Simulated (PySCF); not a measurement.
# How methods differ on the ionisation energy of Fe

Fe [Ar] 3d6 4s2 (5D) → Fe⁺ [Ar] 3d6 4s1 (6D), as a difference of total energies. Computed with PySCF 2.14 in def2-QZVPPD (11s6p5d4f2g, 100 functions), with the non-relativistic Hamiltonian (point nucleus). Correlated levels: valence: [Ar] frozen; valence and next inner shell: [Ne] frozen. The calculations carry no spin-orbit coupling.

Problem. Order these methods by the ionisation energy they give, lowest first.
A. MP2 (valence and next inner shell)
B. wB97X
C. PBE
D. SCS-MP2 (valence and next inner shell)

Solution. A (7.544 eV), D (7.645 eV), C (7.722 eV), B (8.153 eV).

These non-relativistic numbers lack the scalar-relativistic shift.

Errors of the correlated levels include the incompleteness of this basis and the frozen core.

MP2 underrates the near-degeneracy of ns² with np² in the lower species.

For comparison: 7.904 eV (measured; NIST levels, between the centres of gravity of the two terms).
